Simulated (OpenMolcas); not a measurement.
Cu2+ with 6 ligands (chloride, bromide on the axis) in tetragonal octahedral coordination (D4h). The axial distance is 1.06 times the equatorial one, R.

```yaml
Program: OpenMolcas 26.06
Method: CASSCF
Basis: ANO-RCC-VTZP [6s5p3d2f1g]
Scalar_Hamiltonian: DKH2, point nucleus
Active_space: 9 electrons in 5 orbitals (3d)
State_averaging: 2S+1 = 2 even, 5 roots
Spin-orbit_coupling: RASSI with atomic mean-field integrals over the reference wave functions
```

All ligands move together. At R = 2.4 Å the first state of the same spin is 1195 cm-1, and at R = 2.54 Å it is 903.4 cm-1.

Problem. A third run gives 995.7 cm-1. What distance was it run at?

Solution. With a power law R^-n the two known points give n = -ln(903.4 / 1195) / ln(2.54 / 2.4) = 4.93. Then R = 2.4 × (1195 / 995.7)^(1/4.93) = 2.490 Å. The run was at 2.49 Å, so the estimate is off by 0 Å.

Ligand-to-metal charge-transfer states are missing. With metal d orbitals alone and no dynamic correlation the field as a rule comes out too small, by tens of per cent, by up to half for chloride and softer ligands, and the orbital part of g and χT, which goes as 1/10Dq, too large. No measured value stands beside these numbers; the geometry is a model, was not optimised and need not be the one that this ion takes.
